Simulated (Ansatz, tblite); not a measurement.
Cost and result up the ladder for SiBrH3 (SiH3Br) (5 atoms). The state is a singlet with charge 0. Geometry: PBE-D4/def2-TZVP.

```tsv
atom	x (Å)	y (Å)	z (Å)
Si1	0.149	0.024	-0.068
Br2	-1.863	-0.298	0.852
H3	0.087	1.248	-0.918
H4	0.484	-1.171	-0.895
H5	1.144	0.197	1.029
```

Ansatz on 4 threads of Arm Neoverse V2 on a shared host; xTB runs through tblite on one thread. Times are rough, summed over both states, and most runs start from the orbitals of an earlier one. CCSD(T)/def2-TZVPP serves as the yardstick here, not as an exact answer. The other state is a doublet.

The xTB rows come from tblite. Correlated methods freeze 14 core orbitals; core or outer-core shells of Br are correlated, in sets that lack core-valence functions.

Run but left out: PBE-D4/def2-TZVP (charge +1 doublet: an occupied level 0.03 eV above an empty one).

Correlated methods converge slowly with the basis.

Raw xTB energies of ions are shifted by several eV.

| level | functions | vertical IE (eV) | difference from CCSD(T)/def2-TZVPP (eV) |
| --- | --- | --- | --- |
| GFN1-xTB | 24 | 15.65 | 4.69 |
| r2SCAN-D4/def2-TZVP | 103 | 10.79 | -0.17 |
| CCSD(T)/def2-TZVPP | 132 | 10.96 | 0.00 |
| GFN2-xTB | 21 | 14.86 | 3.90 |

(1) Estimate how long each takes.

Results:

(1) GFN1-xTB 0.004 s; GFN2-xTB 0.004 s; r2SCAN-D4/def2-TZVP 5.4 s; CCSD(T)/def2-TZVPP 25 s. On shared hardware such times vary by a factor of up to 3.
